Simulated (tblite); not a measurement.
A geometry optimisation, step by step.

Species: C6H9BrF2Si.
Atom-mapped SMILES: `[F:1][C@@H:2]1[CH:3]=[CH:4][SiH2:5][CH2:6][C@H:7]([F:8])[C@@H:9]1[Br:10]` (hydrogens: H11 on C2; H12 on C3; H13 on C4; H14, H15 on Si5; H16, H17 on C6; H18 on C7; H19 on C9)

Computed with GFN2-xTB (tblite), gas phase: L-BFGS steps from a force-field or distance-geometry start until the largest atomic force falls under 0.01 eV/Å. 9 of its 88 geometries are shown.

Step 0: E = -889.1853 eV, largest atomic force 1.892 eV/Å
```
atom  x, y, z in Å  |  force x, y, z in eV/Å
F1      2.952   -0.238    0.628   -0.022   0.086   0.002
C2      1.569   -0.289    0.581    0.086  -0.593   0.225
C3      1.202   -1.417   -0.342   -1.254  -0.415  -0.984
C4     -0.027   -1.787   -0.767    1.868   0.069   0.294
Si5    -1.637   -1.053   -0.307   -1.224  -0.570   0.269
C6     -1.479    0.793   -0.325    0.114   0.940   0.232
C7     -0.413    1.379    0.607   -0.384  -0.441  -0.081
F8     -0.604    2.739    0.625    0.151   0.358   0.100
C9      1.073    1.123    0.316   -0.293   0.345  -0.193
Br10    1.550    1.710   -1.496   -0.128  -0.173  -0.157
H11     1.277   -0.590    1.603   -0.115   0.160   0.046
H12     2.044   -1.986   -0.711    0.226   0.156   0.128
H13    -0.117   -2.636   -1.429    0.396  -0.071   0.005
H14    -1.988   -1.494    1.052   -0.039   0.006   0.041
H15    -2.685   -1.491   -1.261    0.238   0.155   0.204
H16    -1.321    1.155   -1.333    0.244   0.143  -0.273
H17    -2.441    1.222   -0.026    0.161   0.087   0.117
H18    -0.619    1.045    1.639    0.092  -0.014  -0.032
H19     1.653    1.821    0.940   -0.118  -0.228   0.057
```

Step 11: E = -889.3681 eV, largest atomic force 0.229 eV/Å
```
atom  x, y, z in Å  |  force x, y, z in eV/Å
F1      2.914   -0.222    0.657    0.006  -0.030   0.125
C2      1.536   -0.314    0.581   -0.003   0.003   0.064
C3      1.213   -1.418   -0.373   -0.120   0.017  -0.194
C4      0.010   -1.818   -0.766    0.120   0.032   0.054
Si5    -1.641   -1.064   -0.273    0.007   0.087   0.025
C6     -1.483    0.834   -0.320   -0.020   0.020  -0.065
C7     -0.430    1.374    0.618   -0.018   0.047   0.025
F8     -0.553    2.755    0.684   -0.049   0.029   0.045
C9      1.031    1.099    0.282    0.014  -0.034   0.089
Br10    1.466    1.607   -1.555   -0.049  -0.055  -0.047
H11     1.202   -0.587    1.594   -0.020   0.004   0.077
H12     2.105   -1.907   -0.736    0.101  -0.063  -0.052
H13    -0.007   -2.661   -1.445   -0.064   0.029  -0.010
H14    -2.015   -1.489    1.081    0.040   0.009   0.067
H15    -2.667   -1.461   -1.228   -0.061  -0.026  -0.092
H16    -1.271    1.181   -1.330    0.061  -0.017  -0.071
H17    -2.426    1.308   -0.040   -0.026  -0.085   0.042
H18    -0.619    1.026    1.644    0.031  -0.027   0.047
H19     1.623    1.769    0.918    0.050   0.061  -0.128
```

Step 22: E = -889.4047 eV, largest atomic force 0.100 eV/Å
```
atom  x, y, z in Å  |  force x, y, z in eV/Å
F1      2.887   -0.246    0.796   -0.073  -0.022  -0.005
C2      1.519   -0.322    0.610   -0.052   0.022   0.014
C3      1.232   -1.401   -0.394    0.079   0.050   0.036
C4      0.026   -1.800   -0.771    0.048  -0.046  -0.011
Si5    -1.625   -1.055   -0.262    0.039   0.044  -0.029
C6     -1.473    0.840   -0.318    0.009   0.088   0.034
C7     -0.429    1.375    0.636    0.032  -0.034   0.003
F8     -0.563    2.752    0.752    0.019  -0.055  -0.061
C9      1.028    1.089    0.263   -0.010   0.013   0.001
Br10    1.385    1.484   -1.628    0.032  -0.011   0.040
H11     1.112   -0.607    1.593   -0.034   0.044   0.006
H12     2.135   -1.856   -0.783   -0.033  -0.017   0.007
H13    -0.010   -2.623   -1.471   -0.002   0.008  -0.072
H14    -1.970   -1.455    1.107   -0.001  -0.027   0.047
H15    -2.645   -1.449   -1.230   -0.030  -0.033  -0.001
H16    -1.240    1.190   -1.324   -0.046  -0.025  -0.023
H17    -2.427    1.295   -0.051   -0.035   0.017   0.045
H18    -0.606    0.999    1.655    0.043  -0.022  -0.009
H19     1.653    1.798    0.815    0.015   0.006  -0.020
```

Step 33: E = -889.4183 eV, largest atomic force 0.066 eV/Å
```
atom  x, y, z in Å  |  force x, y, z in eV/Å
F1      2.848   -0.276    0.891   -0.029  -0.016  -0.008
C2      1.492   -0.328    0.631   -0.020   0.024  -0.008
C3      1.237   -1.400   -0.388    0.034   0.031   0.003
C4      0.039   -1.787   -0.804    0.003   0.009   0.010
Si5    -1.611   -1.055   -0.262    0.007  -0.019  -0.006
C6     -1.483    0.845   -0.304   -0.010   0.000  -0.012
C7     -0.413    1.379    0.621    0.000  -0.012   0.013
F8     -0.548    2.754    0.741    0.031  -0.004  -0.058
C9      1.037    1.083    0.239    0.009   0.031  -0.043
Br10    1.398    1.432   -1.658   -0.024  -0.015   0.027
H11     1.023   -0.579    1.596   -0.007  -0.057  -0.013
H12     2.149   -1.838   -0.775   -0.008  -0.012   0.004
H13     0.009   -2.573   -1.546    0.013   0.018   0.012
H14    -1.924   -1.461    1.117    0.020  -0.012  -0.011
H15    -2.646   -1.476   -1.206    0.003   0.014   0.026
H16    -1.295    1.196   -1.319    0.018   0.030  -0.012
H17    -2.427    1.294    0.006   -0.028  -0.020   0.014
H18    -0.565    0.996    1.641   -0.032   0.024   0.048
H19     1.670    1.802    0.771    0.023  -0.015   0.016
```

Step 44: E = -889.4269 eV, largest atomic force 0.055 eV/Å
```
atom  x, y, z in Å  |  force x, y, z in eV/Å
F1      2.809   -0.300    0.969   -0.018  -0.017   0.012
C2      1.468   -0.344    0.645   -0.025   0.008  -0.017
C3      1.253   -1.400   -0.397   -0.043  -0.015  -0.023
C4      0.059   -1.773   -0.841    0.005  -0.008   0.015
Si5    -1.587   -1.055   -0.266    0.021  -0.026   0.014
C6     -1.489    0.849   -0.286   -0.031  -0.038  -0.023
C7     -0.407    1.402    0.614   -0.036  -0.006   0.001
F8     -0.515    2.784    0.659    0.007  -0.003   0.007
C9      1.037    1.070    0.238   -0.016   0.010   0.017
Br10    1.379    1.393   -1.662    0.019   0.012  -0.048
H11     0.947   -0.614    1.577    0.017   0.006   0.012
H12     2.171   -1.832   -0.771    0.008   0.001  -0.012
H13     0.037   -2.541   -1.601   -0.009   0.010   0.003
H14    -1.856   -1.489    1.115    0.027   0.016  -0.011
H15    -2.659   -1.483   -1.163    0.029   0.022  -0.011
H16    -1.336    1.227   -1.298    0.014  -0.022  -0.018
H17    -2.439    1.264    0.054    0.010   0.013   0.018
H18    -0.570    1.070    1.650    0.016   0.039   0.035
H19     1.687    1.782    0.756    0.006  -0.002   0.027
```

Step 54: E = -889.4293 eV, largest atomic force 0.026 eV/Å
```
atom  x, y, z in Å  |  force x, y, z in eV/Å
F1      2.790   -0.315    0.990   -0.004   0.000   0.006
C2      1.454   -0.351    0.645   -0.002   0.001   0.001
C3      1.251   -1.402   -0.405    0.002  -0.003   0.004
C4      0.061   -1.777   -0.851    0.004   0.001  -0.006
Si5    -1.577   -1.059   -0.260    0.000  -0.008   0.005
C6     -1.492    0.844   -0.276    0.001  -0.003  -0.005
C7     -0.408    1.413    0.613   -0.007  -0.001  -0.004
F8     -0.511    2.795    0.627    0.007  -0.001  -0.003
C9      1.034    1.067    0.239   -0.006   0.005   0.025
Br10    1.382    1.392   -1.661    0.005   0.011  -0.014
H11     0.922   -0.622    1.571   -0.004  -0.002  -0.008
H12     2.175   -1.824   -0.779   -0.002   0.006  -0.011
H13     0.037   -2.536   -1.620   -0.005  -0.004  -0.001
H14    -1.819   -1.493    1.124   -0.010  -0.009   0.015
H15    -2.646   -1.475   -1.164   -0.007  -0.006   0.003
H16    -1.343    1.214   -1.292    0.004   0.003   0.001
H17    -2.442    1.257    0.068    0.008   0.002  -0.005
H18    -0.567    1.110    1.660    0.006  -0.002  -0.010
H19     1.689    1.771    0.761    0.012   0.010   0.008
```

Step 65: E = -889.4303 eV, largest atomic force 0.025 eV/Å
```
atom  x, y, z in Å  |  force x, y, z in eV/Å
F1      2.780   -0.325    1.005   -0.011  -0.004  -0.012
C2      1.448   -0.351    0.642    0.001  -0.003   0.006
C3      1.249   -1.395   -0.416    0.020   0.003   0.014
C4      0.058   -1.781   -0.850    0.003   0.007  -0.008
Si5    -1.577   -1.067   -0.245   -0.004  -0.002  -0.008
C6     -1.484    0.837   -0.277   -0.001   0.005   0.004
C7     -0.404    1.417    0.610    0.000  -0.004  -0.001
F8     -0.510    2.799    0.612   -0.003  -0.009   0.002
C9      1.039    1.072    0.243   -0.002  -0.002   0.009
Br10    1.395    1.412   -1.654    0.006  -0.007  -0.004
H11     0.903   -0.626    1.559    0.001   0.002  -0.004
H12     2.173   -1.804   -0.803   -0.004   0.005  -0.005
H13     0.031   -2.537   -1.621    0.000   0.002  -0.002
H14    -1.823   -1.504    1.137    0.002   0.008   0.007
H15    -2.648   -1.482   -1.149   -0.012  -0.004   0.005
H16    -1.334    1.197   -1.296    0.007  -0.005   0.004
H17    -2.434    1.256    0.061   -0.009   0.000  -0.005
H18    -0.564    1.122    1.659    0.001   0.007  -0.007
H19     1.694    1.770    0.774    0.001   0.002   0.005
```

Step 76: E = -889.4307 eV, largest atomic force 0.012 eV/Å
```
atom  x, y, z in Å  |  force x, y, z in eV/Å
F1      2.776   -0.332    1.010   -0.008  -0.001  -0.007
C2      1.445   -0.353    0.643   -0.003  -0.009   0.003
C3      1.247   -1.389   -0.422    0.000  -0.010   0.005
C4      0.056   -1.779   -0.854    0.000   0.006   0.003
Si5    -1.579   -1.072   -0.240    0.005   0.002   0.006
C6     -1.482    0.831   -0.278   -0.001   0.003  -0.007
C7     -0.404    1.417    0.609    0.005  -0.001  -0.006
F8     -0.512    2.799    0.600   -0.002   0.001   0.005
C9      1.040    1.073    0.249    0.008  -0.006  -0.004
Br10    1.410    1.414   -1.646   -0.006   0.007   0.001
H11     0.896   -0.630    1.556   -0.002  -0.003   0.006
H12     2.172   -1.788   -0.817    0.001  -0.003  -0.005
H13     0.030   -2.529   -1.632   -0.001   0.011   0.003
H14    -1.817   -1.497    1.148    0.008  -0.002   0.000
H15    -2.660   -1.492   -1.129    0.007   0.000   0.007
H16    -1.323    1.184   -1.298    0.006   0.001  -0.010
H17    -2.433    1.255    0.049   -0.002   0.002   0.004
H18    -0.565    1.130    1.660   -0.010  -0.002  -0.007
H19     1.694    1.768    0.785   -0.005   0.004   0.002
```

Step 87: E = -889.4312 eV, largest atomic force 0.009 eV/Å
```
atom  x, y, z in Å  |  force x, y, z in eV/Å
F1      2.773   -0.340    1.011   -0.001   0.005   0.002
C2      1.443   -0.357    0.646   -0.003  -0.002  -0.005
C3      1.245   -1.386   -0.427   -0.006  -0.007  -0.002
C4      0.053   -1.774   -0.858   -0.003   0.003  -0.004
Si5    -1.578   -1.073   -0.228   -0.001   0.005   0.000
C6     -1.479    0.830   -0.288    0.000   0.002  -0.003
C7     -0.407    1.416    0.605    0.000  -0.001   0.001
F8     -0.513    2.798    0.595   -0.002   0.000   0.003
C9      1.040    1.070    0.256    0.001   0.000   0.000
Br10    1.421    1.422   -1.635    0.002   0.002   0.001
H11     0.894   -0.637    1.558   -0.002  -0.004  -0.004
H12     2.169   -1.778   -0.832    0.002  -0.001   0.003
H13     0.024   -2.514   -1.645    0.004  -0.004   0.004
H14    -1.797   -1.488    1.165    0.004   0.002   0.000
H15    -2.669   -1.503   -1.100   -0.001  -0.003   0.001
H16    -1.311    1.172   -1.310    0.001  -0.001  -0.004
H17    -2.431    1.260    0.028    0.000   0.000   0.001
H18    -0.578    1.129    1.654    0.004  -0.001   0.005
H19     1.690    1.763    0.799    0.000   0.004   0.000
```

Q: Summarise the path.

A: The energy falls by 0.2458 eV from step 0 to step 87; nine tenths of that is first reached at step 23. It falls at every step. The largest force goes from 1.892 to 0.009 eV/Å. Among the bonds C4–Si5 changes most, from 1.829 to 1.883 Å; the atoms move by 0.207 Å rms after alignment.

Q: Follow the three bonds and two angles with the largest change from start to end.

A: 
| step | E above end (eV) | largest force (eV/Å) | C4–Si5 (Å) | Si5–C6 (Å) | C3=C4 (Å) | C3–C2–C9 (°) | C4–C3–H12 (°) |
| --- | --- | --- | --- | --- | --- | --- | --- |
| 0 | 0.2458 | 1.892 | 1.829 | 1.853 | 1.352 | 120.7 | 117.2 |
| 4 | 0.1127 | 0.505 | 1.872 | 1.899 | 1.334 | 119.0 | 120.2 |
| 8 | 0.0789 | 0.222 | 1.885 | 1.905 | 1.322 | 119.2 | 120.9 |
| 11 | 0.0631 | 0.229 | 1.881 | 1.905 | 1.327 | 119.1 | 120.9 |
| 15 | 0.0428 | 0.203 | 1.886 | 1.902 | 1.325 | 117.8 | 121.6 |
| 19 | 0.0312 | 0.126 | 1.885 | 1.905 | 1.327 | 117.3 | 121.5 |
| 23 | 0.0246 | 0.135 | 1.881 | 1.901 | 1.325 | 116.4 | 122.0 |
| 26 | 0.0197 | 0.092 | 1.883 | 1.902 | 1.326 | 116.0 | 121.4 |
| 30 | 0.0154 | 0.076 | 1.882 | 1.904 | 1.325 | 115.9 | 121.9 |
| 34 | 0.0122 | 0.071 | 1.885 | 1.905 | 1.327 | 115.6 | 122.0 |
| 38 | 0.0082 | 0.110 | 1.883 | 1.907 | 1.326 | 115.4 | 122.3 |
| 42 | 0.0053 | 0.067 | 1.884 | 1.906 | 1.326 | 115.2 | 122.5 |
| 45 | 0.0037 | 0.062 | 1.886 | 1.907 | 1.326 | 115.2 | 122.4 |
| 49 | 0.0024 | 0.031 | 1.884 | 1.906 | 1.326 | 115.3 | 122.4 |
| 53 | 0.0019 | 0.019 | 1.883 | 1.905 | 1.326 | 115.2 | 122.6 |
| 57 | 0.0016 | 0.017 | 1.883 | 1.906 | 1.325 | 115.3 | 122.7 |
| 61 | 0.0012 | 0.029 | 1.884 | 1.907 | 1.326 | 115.3 | 122.7 |
| 64 | 0.0010 | 0.028 | 1.883 | 1.906 | 1.325 | 115.2 | 122.7 |
| 68 | 0.0008 | 0.016 | 1.884 | 1.907 | 1.326 | 115.2 | 122.7 |
| 72 | 0.0006 | 0.016 | 1.884 | 1.906 | 1.326 | 115.2 | 122.8 |
| 76 | 0.0005 | 0.012 | 1.884 | 1.906 | 1.326 | 115.1 | 122.7 |
| 79 | 0.0003 | 0.021 | 1.884 | 1.907 | 1.326 | 115.0 | 122.7 |
| 83 | 0.0001 | 0.016 | 1.883 | 1.906 | 1.326 | 115.0 | 122.7 |
| 87 | 0.0000 | 0.009 | 1.883 | 1.906 | 1.326 | 115.0 | 122.7 |

What follows is the cost of the whole relaxation. On one thread of an AMD EPYC, shared host with 64 logical CPUs at a one-minute load of 15, this took 2.7 s.
